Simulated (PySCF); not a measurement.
# Correlation energy of Ar⁺ (argon, charge +1)

[Ne] 3s2 3p5, 2P determinant. All numbers are calculated (PySCF 2.14, the spin-free X2C one-electron Hamiltonian (Gaussian nucleus), in cc-pVTZ-DK (5s4p2d1f, 34 functions)). Frozen: [Ne]; 7 electrons correlated.

MP2 pair energies summed by pair of shells (mhartree):

```csv
pair,energy,share (%)
3p-3p,-104.17,63.0
3s-3p,-51.95,31.4
3s-3s,-9.29,5.6
```

Total MP2 correlation energy: -165.41 mhartree.

Same-spin part -38.20 and opposite-spin part -127.21 mhartree; SCS-MP2 scales them by 1/3 and 6/5 to -165.38 mhartree.

```json
{"level": "CCSD", "correlation energy (mhartree)": "-189.32"}
{"level": "(T)", "correlation energy (mhartree)": "-5.00"}
{"level": "CCSD(T)", "correlation energy (mhartree)": "-194.32"}
```

Diagnostics: T1 = 0.0061, D1 = 0.0207, largest double amplitude 0.052.

Problem. Is a single reference adequate?

Solution. Yes: T1 lies below 0.03 and no double amplitude reaches 0.07.
